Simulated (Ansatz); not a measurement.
Reaction (formal loss of a carbene): `CC[SiH](O)O` → `[CH2]` (triplet) + `C[SiH](O)O`

Gas-phase electronic energies from Ansatz, PBE0-D4/def2-TZVP geometries. CCSD(T)/CBS is the MP2 limit (def2-TZVPP, def2-QZVPP) plus CCSD(T) − MP2 in def2-TZVPP, frozen cores. This one scheme is used for every species. DFT in def2-TZVPP. Triplets are unrestricted, without spin–orbit coupling. Each species was taken in one conformer, which may not be the lowest.

CCSD(T)/CBS gives +101.2 kcal/mol.

(1) Another level gave +101.6 kcal/mol. Which?
A. r2SCAN0/def2-TZVPP
B. MP2/def2-TZVPP
C. ωB97X-V/def2-TZVPP
D. revPBE-D4/def2-TZVPP

Largest T1 diagnostic among the species: 0.011.

Results:

(1) B. MP2/def2-TZVPP 101.6, r2SCAN0 94.1, revPBE-D4 99.7, ωB97X-V 103.8 kcal/mol.

From PBE to PBE0 (25 % exact exchange), in def2-TZVPP and without D4, ΔE moves by −1.8 kcal/mol. At CCSD(T), def2-SVP lies −3.1 kcal/mol from the extrapolated value and def2-TZVPP −2.6 kcal/mol. The D4 term adds +2.6 kcal/mol with B3LYP and +1.4 kcal/mol with PBE0; it sums over pairs of atoms, weighted by their polarisabilities, and B3LYP, whose exchange is more repulsive, gets the larger term.

B3LYP here is the variant with VWN-RPA as its local correlation; programs differ in this.
